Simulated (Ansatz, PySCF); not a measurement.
SbF2, SMILES [F][Sb+][F] (connectivity only; charge and spin as stated), charge +1, multiplicity 1.

Geometry optimised at B3LYP-D3(BJ)/def2-TZVP. The spin state was assumed, not searched. The isomer is the one that the SMILES or the coordinates give; other isomers of the formula were not compared. The def2 effective core potentials stand for the cores of Sb; spin–orbit coupling is left out.

Vertical ionisation energy (IE) and electron affinity (EA) in eV. Rows of orbital energies are one-electron estimates. Where ΔSCF, EOM or ADC give a negative EA the extra electron is unbound and the value depends on the basis.

```csv
level,IE,EA
"−ε(HOMO), −ε(LUMO), CAM-B3LYP/def2-TZVPD (PySCF)",18.82,9.99
"−ε(HOMO), −ε(LUMO), PBE/def2-TZVPD (PySCF)",15.91,11.70
"ΔSCF, CAM-B3LYP/def2-TZVPD (Ansatz), final states of multiplicity 2 and 2",20.26,8.69
"ΔSCF, PBE/def2-TZVPD (Ansatz), final states of multiplicity 2 and 2",19.74,8.33
```

What vertical singlet–triplet gap does ΔSCF give with CAM-B3LYP/def2-TZVPD (Ansatz, a quantum-chemistry and plane-wave program) and with PBE/def2-TZVPD (Ansatz)? (An estimate is asked for; the answer gives what the named calculation found.)

4.05 and 3.94 eV (triplet above singlet where positive).
